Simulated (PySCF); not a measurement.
[Pb(BH4)3]− at several levels of theory

Computed with PySCF 2.14.0 (density fitting, no spin-orbit coupling) at the geometry relaxed with PBE:

```xyz
16
[Pb(BH4)3]− (singlet)
Pb    0.0000    0.0000    0.1172
B     2.5550    0.0160   -0.6477
H     3.5361    0.0245   -1.3965
H     2.6022   -0.9069    0.1845
H     1.5882   -0.1978   -1.4590
H     2.4044    1.1220   -0.0936
B    -1.2914    2.2047   -0.6477
H    -1.7892    3.0501   -1.3965
H    -0.5157    2.7070    0.1845
H    -0.6228    1.4744   -1.4590
H    -2.1739    1.5212   -0.0936
B    -1.2637   -2.2207   -0.6477
H    -1.7469   -3.0746   -1.3965
H    -2.0865   -1.8001    0.1845
H    -0.9654   -1.2766   -1.4590
H    -0.2305   -2.6433   -0.0936
```

| level | basis | state | HOMO (eV) | gap (eV) | charge on Pb1 (e) | dipole about the centre of mass (D) | largest force component (eV/Å) |
| --- | --- | --- | --- | --- | --- | --- | --- |
| PBE | Pb def2-SVP with ECP60, B def2-SVP, H def2-SVP | singlet | -2.63 | 4.40 | 0.42 | 4.21 | 0.01 |
| PBE | Pb def2-TZVP with ECP60, B def2-TZVP, H def2-TZVP | singlet | -2.81 | 4.39 | 0.68 | 4.31 | 0.23 |
| PBE | Pb x2c-SVPall, B x2c-SVPall, H x2c-SVPall | singlet | -2.64 | 4.40 | 0.44 | 4.20 | 0.64 |

Charges are Mulliken's, which hang on the basis. The relaxation used the grid (50, 194), these runs (75, 302) or, all-electron (x2c bases, spin-free X2C Hamiltonian), (99, 590).

(1) Order these levels, in the first row's basis, by the HOMO–LUMO gap they give here, smallest first.
A. revPBE
B. TPSS
C. HF
D. BP86

(2) And their other results?

Results:

(1) D (4.41 eV), A (4.46 eV), B (4.70 eV), C (11.62 eV).

(2) 
```csv
level,state,HOMO (eV),gap (eV),charge on Pb1 (e),dipole about the centre of mass (D),largest force component (eV/Å)
revPBE,singlet,-2.60,4.46,0.47,4.28,0.10
TPSS,singlet,-2.86,4.70,0.53,4.39,0.14
HF,singlet,-6.51,11.62,0.94,4.84,0.62
BP86,singlet,-2.76,4.41,0.42,4.21,0.04
```
